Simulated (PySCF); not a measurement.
Compound: C₉H₁₄Si.
Structure used (GFN2-xTB), in Å, numbered top down from 1:
```
atom  x, y, z in Å
C1    -1.289    1.533   -1.881
C2    -0.877    0.460   -1.226
C3    -1.228    0.056    0.158
C4    -2.413    0.823    0.730
C5    -1.417   -1.475    0.315
C6    -0.513   -1.759    1.531
Si7    0.267   -0.019    1.402
C8     1.919    0.054    0.596
C9     2.986    0.117    0.038
C10    4.264    0.195   -0.631
H11   -0.948    1.744   -2.881
H12   -1.976    2.248   -1.461
H13   -0.177   -0.209   -1.713
H14   -2.660    0.451    1.723
H15   -3.291    0.704    0.093
H16   -2.187    1.884    0.814
H17   -2.459   -1.755    0.469
H18   -1.054   -2.002   -0.567
H19   -1.088   -1.921    2.441
H20    0.137   -2.622    1.403
H21    0.213    0.866    2.568
H22    5.045    0.454    0.084
H23    4.227    0.956   -1.409
H24    4.507   -0.765   -1.087
```

Probes without a nucleus sit at each ring's centroid and 1 Å off its mean plane on both sides; NICS is minus the shielding there, NICSzz its component along the normal. Level: GIAO PBE0/pcSseg-1 (PySCF, non-relativistic, gas phase) on the GFN2-xTB geometry, one conformer.

Ring bond lengths (Å), with Mayer bond orders in brackets: C3–C5 1.551 (0.95), C5–C6 1.541 (1.00), C6–Si7 1.911 (0.92), Si7–C3 1.946 (0.80).

Give the NICS values of each ring in ppm.

```csv
ring,type,NICS(0),"NICS(1), two faces","NICS(1)zz, two faces",rms pucker (Å),"centre to ring atoms, mean (Å)"
C3–C5–C6–Si7,4-membered ring with Si; formal bonds all single,0.3,-0.2 / -0.8,4.3 / 3.4,0.08,1.22
```

What can be read from them?

- C3–C5–C6–Si7: mean NICS(1)zz 3.8 ppm, deshielded. C3, C5, C6, Si7 have four or more neighbours, so the value isn't read as a sign of a π ring current.
